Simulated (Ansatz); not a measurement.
A structure relaxed at PBE0-D4/def2-TZVP, charge 0, multiplicity 1:

| atom | x (Å) | y (Å) | z (Å) |
| --- | --- | --- | --- |
| Cl1 | -1.019 | -2.506 | -1.358 |
| Si2 | -1.023 | -0.631 | -0.515 |
| Si3 | 0.238 | -0.109 | 1.358 |
| Ge4 | 0.757 | 0.917 | -0.753 |
| H5 | -2.380 | -0.038 | -0.594 |
| H6 | 1.261 | -1.106 | 1.760 |
| H7 | -0.341 | 0.619 | 2.516 |
| H8 | 0.419 | 2.381 | -1.054 |
| H9 | 2.089 | 0.473 | -1.361 |

Q: Give its formula and SMILES.

A: ClGeH5Si2, `Cl[SiH]1[SiH2][GeH2]1`.

Q: Summarise the bond lengths by kind.

A: 1 × Cl–Si 2.055 Å; 1 × Si–Si 2.318 Å; 2 × Ge–Si 2.371 to 2.404 Å; 3 × H–Si 1.483 to 1.485 Å; 2 × Ge–H 1.531 to 1.532 Å.

Program: Ansatz 0.2.0.
